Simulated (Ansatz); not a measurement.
C2H6Si, SMILES `C=C[SiH3]` (charge 0, multiplicity 1).

These are frozen-core CCSD(T)/cc-pVQZ // B3LYP-D3(BJ)/def2-TZVP run with Ansatz (an electronic-structure program) values and carry that method's errors.

Ansatz 0.2 input:
```yaml
crystal:
  periodic: [false, false, false]
  atoms:
    - { symbol: C, position_ang: [-1.535475, 0.211272, 0.003782] }
    - { symbol: C, position_ang: [-0.450684, -0.543888, 0.165644] }
    - { symbol: Si, position_ang: [1.287639, 0.081733, -0.073469] }
    - { symbol: H, position_ang: [-2.53798, -0.177352, 0.149565] }
    - { symbol: H, position_ang: [-1.468122, 1.255491, -0.283151] }
    - { symbol: H, position_ang: [-0.59178, -1.583553, 0.453845] }
    - { symbol: H, position_ang: [1.982312, -0.691512, -1.132123] }
    - { symbol: H, position_ang: [1.240169, 1.51161, -0.460348] }
    - { symbol: H, position_ang: [2.073923, -0.063803, 1.176255] }
basis:
  gaussian: { orbitals: cc-pVQZ }
correlation:
  method: ccsd_t
```

Output:

```
Functional definition: HF
2012 factors; integrals over basis functions are off by at most 9.7e-4 eV
mean field evaluation 1: about -10016.4650 eV, gradient 2.7e1 eV
mean field evaluation 2: about -10016.4671 eV, gradient 2.7e1 eV
mean field evaluation 4: about -10018.7960 eV, gradient 3.0e0 eV
mean field evaluation 8: about -10018.8308 eV, gradient 1.7e-1 eV
mean field evaluation 16: about -10018.8284 eV, gradient 3.3e-1 eV
mean field -10018.83088053 eV, -368.1852438519 hartree, gradient 2.8e-6 eV, S^2 0.000000; 0 other end points of the search recorded, 0 dependent functions left out
7 core orbitals not correlated
reference -10018.83088053 eV, -368.1852438519 hartree; 9, 9 occupied and 333, 333 virtual orbitals, 2012 factors
second order -13.23078626 eV of doubles, -0.00000000 eV of singles
cycle   1  -13.74721899 eV  change   -5.2e-1 eV  update   8.1e-2
cycle   2  -14.16147825 eV  change   -4.1e-1 eV  update   2.7e-2
cycle   3  -14.22511247 eV  change   -6.4e-2 eV  update   1.1e-2
cycle   4  -14.22102344 eV  change    4.1e-3 eV  update   3.1e-3
cycle   5  -14.22172460 eV  change   -7.0e-4 eV  update   9.9e-4
cycle   6  -14.22179307 eV  change   -6.8e-5 eV  update   2.6e-4
cycle   7  -14.22174091 eV  change    5.2e-5 eV  update   8.7e-5
cycle   8  -14.22176317 eV  change   -2.2e-5 eV  update   2.9e-5
cycle   9  -14.22176670 eV  change   -3.5e-6 eV  update   9.2e-6
perturbative correction -0.60559264 eV, -0.0222551191 hartree
Total energy: -10033.65823987 eV, -368.7301392575 hartree
```
